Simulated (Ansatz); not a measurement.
Conformers of CH$_{10}$N$_{2}$Si$_{2}$, SMILES `N[SiH2]C[SiH2]N`, each relaxed with PBE0-D4/def2-TZVP in Ansatz. CBS adds the triple-zeta coupled-cluster correction to the MP2 limit.

Not all of them had a frequency check.

Conformer A:

Z-matrix (Å, degrees):
```
Si
C 1 1.870
N 1 1.718 2 110.5
H 1 1.497 2 106.7 3 125.4
H 1 1.490 2 111.5 3 -117.9
Si 2 1.866 1 112.9 3 -45.1
H 2 1.095 1 109.0 3 -167.5
H 2 1.095 1 109.5 3 75.5
H 3 1.009 1 117.5 2 68.2
H 3 1.006 1 119.8 2 -150.3
N 6 1.735 2 108.4 1 -28.4
H 6 1.486 2 111.8 1 87.7
H 6 1.495 2 109.6 1 -153.6
H 11 1.009 6 118.0 2 168.7
H 11 1.010 6 118.3 2 -55.6
```

Conformer B:

Cartesian coordinates in Å:
```
N 1.864 -0.192 1.327
Si 0.461 -1.128 0.998
C 0.024 -0.913 -0.802
Si -0.454 0.830 -1.260
N -1.891 1.235 -0.410
H 1.919 0.758 0.995
H 2.358 -0.301 2.198
H -0.748 -0.758 1.806
H 0.780 -2.538 1.352
H -0.813 -1.573 -1.051
H 0.888 -1.220 -1.401
H 0.722 1.715 -0.969
H -0.742 0.989 -2.712
H -2.405 2.069 -0.645
H -1.965 1.028 0.573
```

Conformer C:

Cartesian coordinates in Å:
```
N -2.731 -0.619 -1.015
Si -1.631 0.144 0.071
C 0.125 -0.155 -0.484
Si 1.393 0.149 0.850
N 2.955 0.344 0.147
H -2.704 -0.387 -1.995
H -3.682 -0.773 -0.716
H -1.895 -0.455 1.409
H -1.804 1.622 0.208
H 0.349 0.503 -1.331
H 0.208 -1.191 -0.827
H 1.119 1.409 1.594
H 1.279 -0.974 1.830
H 3.686 0.768 0.696
H 3.332 -0.386 -0.437
```

**Question.** Which is lowest in electronic energy at CCSD(T)/CBS (frozen core, def2 sets), and by how much? (An estimate is asked.)

**Answer.** The calculation gave: A; B lies 1.8 kJ/mol higher, C lies 6.9 kJ/mol higher. Gaps under about 2 kJ/mol don't settle the order.

**Question.** Give the energies relative to A (kJ/mol) with PBE0/def2-TZVPP, HF/def2-TZVPP, CCSD/def2-TZVPP, CCSD(T)/def2-TZVPP, HF/def2-QZVPP, SCS-MP2/def2-QZVPP, CCSD/CBS(def2). (An estimate is asked.)

**Answer.** The calculation gave: 
| level | B | C |
| --- | --- | --- |
| PBE0/def2-TZVPP | 1.8 | 5.0 |
| HF/def2-TZVPP | -0.3 | 1.3 |
| CCSD/def2-TZVPP | 2.6 | 6.4 |
| CCSD(T)/def2-TZVPP | 3.2 | 7.5 |
| HF/def2-QZVPP | -1.1 | 0.6 |
| SCS-MP2/def2-QZVPP | 1.6 | 5.8 |
| CCSD/CBS(def2) | 1.1 | 5.9 |
